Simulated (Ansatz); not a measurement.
`F[SiH]([SiH3])[SiH3]` + `OC(F)F` → `FC(F)O[SiH3]` + `F[SiH2][SiH3]` at 298.15 K and 1 bar (cleavage of the Si–Si bond).

Gas-phase electronic energies from Ansatz, PBE0-D4/def2-TZVP geometries. CCSD(T)/CBS adds triple-zeta CCSD(T) − MP2 to the extrapolated MP2 energy (def2 sets, frozen cores). Each species was taken in one conformer, which may not be the lowest.

```csv
species,CCSD(T)/CBS energy (Eh),H − E (kJ/mol),S (J/(mol·K))
`F[SiH]([SiH3])[SiH3]`,-971.28016,184.9,375.8
`OC(F)F`,-314.01610,111.3,274.1
`FC(F)O[SiH3]`,-604.32648,157.6,334.2
`F[SiH2][SiH3]`,-681.00067,133.6,311.5
```

H − E and S are ideal-gas, rigid-rotor, harmonic terms from PBE0-D4/def2-TZVP, for one conformer and one mirror image of each species. 1 Eh = 2625.50 kJ/mol, R = 8.31446 J/(mol·K).

By hand: ΔE, ΔH, ΔS and ΔG.

ΔE = (-604.32648) + (-681.00067) − (-971.28016) − (-314.01610) = -0.03089 Eh = -81.1 kJ/mol. Δ(H − E) = 157.6 + 133.6 − 184.9 − 111.3 = -5.0, so ΔH = -86.1 kJ/mol. ΔS = 334.2 + 311.5 − 375.8 − 274.1 = -4.2 J/(mol·K). ΔG = -86.1 − 298.15 × (-4.2)/1000 = -84.8 kJ/mol.

By hand: the equilibrium constant, and the temperature at which ΔG would vanish if ΔH and ΔS stayed fixed.

log₁₀ K = −ΔG/(RT ln 10) = 14.9. ΔG = 0 at ΔH/ΔS = 20500 K, far beyond where these terms or the molecules hold.

The number of gas molecules stays the same, so ΔS is small and ΔH decides. A doubt of 5 kJ/mol in ΔE shifts log₁₀ K by 0.9 here. Other conformers and mirror images would add mixing entropy, several J/(mol·K) or more a flexible species. Modes under 60 cm⁻¹, often nearly free rotors, make the harmonic entropy too high. These are equilibria of isolated gas molecules and say nothing of rates. Largest T1 diagnostic: 0.013 (customary marks: 0.02 for closed shells, 0.045 for open ones).
